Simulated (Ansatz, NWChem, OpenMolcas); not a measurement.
## GeH3F (fluorogermane): the electronic atomisation energy, rung by rung

GeH3F: 5 atoms, total charge 0, spin state singlet. As SMILES, `[F][GeH3]`. Geometry: relaxed at PBE0-D4/def2-TZVP.

Quantity: the electronic atomisation energy, in eV. The values are calculated. Electronic energies at fixed atoms, without zero-point motion or spin-orbit coupling.

```
               level                    kind     program  value (eV)  CPU time (all runs)
      HF/aug-cc-pVDZ            Hartree–Fock  OpenMolcas       10.51                 13 s
   SVWN5/aug-cc-pVDZ                     LDA  OpenMolcas       16.13                 27 s
  revPBE/aug-cc-pVDZ                     GGA      Ansatz       13.66                7.5 s
   M06-L/aug-cc-pVDZ                meta-GGA  OpenMolcas       14.41                 78 s
  M06-2X/aug-cc-pVDZ         hybrid meta-GGA      NWChem       14.00                 84 s
   HSE06/aug-cc-pVDZ  range-separated hybrid      Ansatz       13.93                9.6 s
PBE-QIDH/aug-cc-pVDZ           double hybrid      Ansatz       14.03                9.2 s
 BCCD(T)/aug-cc-pVDZ   coupled cluster or CI      Ansatz       13.97                 17 s
          FCI/STO-3G      exact in the basis      Ansatz       15.84                 12 s
```

All-electron rows without a relativistic Hamiltonian named are non-relativistic. The values span 10.51 to 16.13 eV. High-level rows in very small sets aren't better than simpler rows in larger ones. In the correlated wave-function rows the outer d shell of Ge is correlated, in sets not made for it. CPU times are rough (shared hosts, several kinds of processor): they show what a rung costs within a factor of a few.
